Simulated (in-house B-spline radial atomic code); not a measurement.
Configurations of neutral thulium, with energies counted from [Xe] 4f13 6s2. Method: scalar-relativistic (X2C) TPSSh, spin-polarised, spherical fractional occupations, exact exchange averaged over the configuration, Fermi nucleus of rms radius 5.2256 fm. Calculated with an all-electron radial atomic-structure program (B-spline basis). Shells without spins written out take the highest spin.

Occupations are held fixed; configurations that lie above the ionisation limit could autoionise.

```json
{"configuration": "[Xe] 4f13 6s1 6p1", "E - E(ref) (eV)": "2.1642", "highest orbital": "6p up", "its <r> (bohr)": "5.268"}
{"configuration": "[Xe] 4f12 6s2 6p1", "E - E(ref) (eV)": "4.7661", "highest orbital": "6p up", "its <r> (bohr)": "4.745"}
{"configuration": "[Kr] 4d10 4f13 5s2 5p5 6s2 6d1", "E - E(ref) (eV)": "30.744", "highest orbital": "6d up", "its <r> (bohr)": "10.93"}
{"configuration": "[Kr] 4d9 4f13 5s2 5p6 5d1 6s2", "E - E(ref) (eV)": "174.39", "highest orbital": "5d up", "its <r> (bohr)": "2.807"}
{"configuration": "[Kr] 4d9 4f13 5s2 5p6 6s2 7f1", "E - E(ref) (eV)": "179.49", "highest orbital": "7f up", "its <r> (bohr)": "42.07"}
```

(1) Order these further configurations by energy, lowest first.
A. [Xe] 4f12 5f1 6s2
B. [Xe] 4f12 5d1 6s2
C. [Xe] 4f13 6s1 7f1
D. [Xe] 4f13 6s1 7p1
E. [Kr] 4d9 4f14 5s2 5p6 6s2

(2) How far above the reference does [Xe] 4f12 6s2 6d1 lie?

## Answers

(1) B (3.5835 eV), D (4.3703 eV), C (5.5393 eV), A (8.2484 eV), E (169.99 eV).

(2) 7.6432 eV; its least bound orbital is 6d up with <r> = 10.93 bohr.
